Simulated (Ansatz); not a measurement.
Harmonic vibrations of [MoO4]2- (MoO₄²⁻) by finite differences.

```yaml
crystal:
  periodic: [false, false, false]
  atoms:
    - {symbol: Mo, position_ang: [-0.000032, -0.000001, 0.000010]}
    - {symbol: O, position_ang: [0.011078, -0.018806, 1.794679]}
    - {symbol: O, position_ang: [1.688403, 0.010940, -0.608615]}
    - {symbol: O, position_ang: [-0.853685, 1.469323, -0.577661]}
    - {symbol: O, position_ang: [-0.845764, -1.461466, -0.608423]}
basis:
  gaussian: {orbitals: def2-SVPD}
total_charge: -2
hamiltonian: {xc: pbe, dispersion: d4}
scf: {omitted_lower_state_checks: [starts]}
phonons: {temperatures: {t_min: 298.15, t_max: 900, t_step: 200}}
```

```sh
$ ansatz run in.yaml --threads 4 --pin off --events-out ev --progress --plain --max-ram 3916MiB
```

Output, abridged:

```
Functional definition: PBE
mean field -10035.49493199 eV, -368.7976364480 hartree, gradient 2.4e-5 eV, S^2 0.000000; 0 other end points of the search recorded, 0 dependent functions left out
mean field -10035.49476068 eV, -368.7976301523 hartree, gradient 1.2e-6 eV, S^2 0.000000; 0 other end points of the search recorded, 0 dependent functions left out
mean field -10035.49475650 eV, -368.7976299988 hartree, gradient 9.9e-7 eV, S^2 0.000000; 0 other end points of the search recorded, 0 dependent functions left out
mean field -10035.49475862 eV, -368.7976300765 hartree, gradient 1.2e-6 eV, S^2 0.000000; 0 other end points of the search recorded, 0 dependent functions left out
mean field -10035.49475854 eV, -368.7976300737 hartree, gradient 1.1e-6 eV, S^2 0.000000; 0 other end points of the search recorded, 0 dependent functions left out
mean field -10035.49475675 eV, -368.7976300080 hartree, gradient 9.4e-7 eV, S^2 0.000000; 0 other end points of the search recorded, 0 dependent functions left out
mean field -10035.49476040 eV, -368.7976301420 hartree, gradient 8.8e-7 eV, S^2 0.000000; 0 other end points of the search recorded, 0 dependent functions left out
mean field -10035.49492307 eV, -368.7976361200 hartree, gradient 6.4e-7 eV, S^2 0.000000; 0 other end points of the search recorded, 0 dependent functions left out
mean field -10035.49492306 eV, -368.7976361198 hartree, gradient 1.9e-6 eV, S^2 0.000000; 0 other end points of the search recorded, 0 dependent functions left out
mean field -10035.49492227 eV, -368.7976360907 hartree, gradient 1.4e-6 eV, S^2 0.000000; 0 other end points of the search recorded, 0 dependent functions left out
mean field -10035.49492385 eV, -368.7976361486 hartree, gradient 6.5e-7 eV, S^2 0.000000; 0 other end points of the search recorded, 0 dependent functions left out
mean field -10035.49490567 eV, -368.7976354806 hartree, gradient 7.0e-7 eV, S^2 0.000000; 0 other end points of the search recorded, 0 dependent functions left out
mean field -10035.49475655 eV, -368.7976300004 hartree, gradient 7.2e-7 eV, S^2 0.000000; 0 other end points of the search recorded, 0 dependent functions left out
mean field -10035.49491065 eV, -368.7976356637 hartree, gradient 8.5e-7 eV, S^2 0.000000; 0 other end points of the search recorded, 0 dependent functions left out
mean field -10035.49477271 eV, -368.7976305944 hartree, gradient 7.1e-7 eV, S^2 0.000000; 0 other end points of the search recorded, 0 dependent functions left out
mean field -10035.49492357 eV, -368.7976361386 hartree, gradient 6.5e-7 eV, S^2 0.000000; 0 other end points of the search recorded, 0 dependent functions left out
mean field -10035.49492255 eV, -368.7976361011 hartree, gradient 1.9e-6 eV, S^2 0.000000; 0 other end points of the search recorded, 0 dependent functions left out
mean field -10035.49488796 eV, -368.7976348299 hartree, gradient 6.9e-7 eV, S^2 0.000000; 0 other end points of the search recorded, 0 dependent functions left out
mean field -10035.49493702 eV, -368.7976366328 hartree, gradient 7.2e-7 eV, S^2 0.000000; 0 other end points of the search recorded, 0 dependent functions left out
mean field -10035.49486662 eV, -368.7976340457 hartree, gradient 7.3e-7 eV, S^2 0.000000; 0 other end points of the search recorded, 0 dependent functions left out
mean field -10035.49493790 eV, -368.7976366651 hartree, gradient 7.6e-7 eV, S^2 0.000000; 0 other end points of the search recorded, 0 dependent functions left out
mean field -10035.49492162 eV, -368.7976360667 hartree, gradient 9.3e-7 eV, S^2 0.000000; 0 other end points of the search recorded, 0 dependent functions left out
mean field -10035.49480125 eV, -368.7976316431 hartree, gradient 7.8e-7 eV, S^2 0.000000; 0 other end points of the search recorded, 0 dependent functions left out
mean field -10035.49489005 eV, -368.7976349066 hartree, gradient 6.9e-7 eV, S^2 0.000000; 0 other end points of the search recorded, 0 dependent functions left out
mean field -10035.49493703 eV, -368.7976366332 hartree, gradient 7.1e-7 eV, S^2 0.000000; 0 other end points of the search recorded, 0 dependent functions left out
mean field -10035.49486721 eV, -368.7976340672 hartree, gradient 7.2e-7 eV, S^2 0.000000; 0 other end points of the search recorded, 0 dependent functions left out
mean field -10035.49493808 eV, -368.7976366718 hartree, gradient 7.7e-7 eV, S^2 0.000000; 0 other end points of the search recorded, 0 dependent functions left out
mean field -10035.49480214 eV, -368.7976316760 hartree, gradient 7.9e-7 eV, S^2 0.000000; 0 other end points of the search recorded, 0 dependent functions left out
mean field -10035.49492203 eV, -368.7976360820 hartree, gradient 9.1e-7 eV, S^2 0.000000; 0 other end points of the search recorded, 0 dependent functions left out
mean field -10035.49488776 eV, -368.7976348225 hartree, gradient 6.9e-7 eV, S^2 0.000000; 0 other end points of the search recorded, 0 dependent functions left out
mean field -10035.49493724 eV, -368.7976366407 hartree, gradient 7.1e-7 eV, S^2 0.000000; 0 other end points of the search recorded, 0 dependent functions left out
Total energy: -10035.67583821 eV, -368.8042846288 hartree
Atom 0 at    -0.000032    -0.000001     0.000010 Å, force     0.000977     0.000017    -0.000529 eV/Å
Atom 1 at     0.011078    -0.018806     1.794679 Å, force    -0.000176    -0.000015     0.000923 eV/Å
Atom 2 at     1.688403     0.010940    -0.608615 Å, force     0.000423     0.000029    -0.000076 eV/Å
Atom 3 at    -0.853685     1.469323    -0.577661 Å, force    -0.000588     0.000471    -0.000156 eV/Å
Atom 4 at    -0.845764    -1.461466    -0.608423 Å, force    -0.000635    -0.000502    -0.000162 eV/Å
Dipole moment:    -0.000052    -0.000001     0.000030 e Å
Vibrations: 291.34 291.35 308.46 308.47 308.47 795.47 795.48 795.49 838.56 cm⁻¹, zero-point energy 0.293414 eV
Checks for a lower state left out: starts
```

Hardware: 4 threads of Arm Neoverse V1 on a shared host. Wall time 27 s.

In the def2 sets Mo takes a core potential; there is no spin–orbit coupling. A multiply charged anion in the gas phase is held together partly by the finite basis. The relaxation made no stability test and no search for a lower SCF solution.
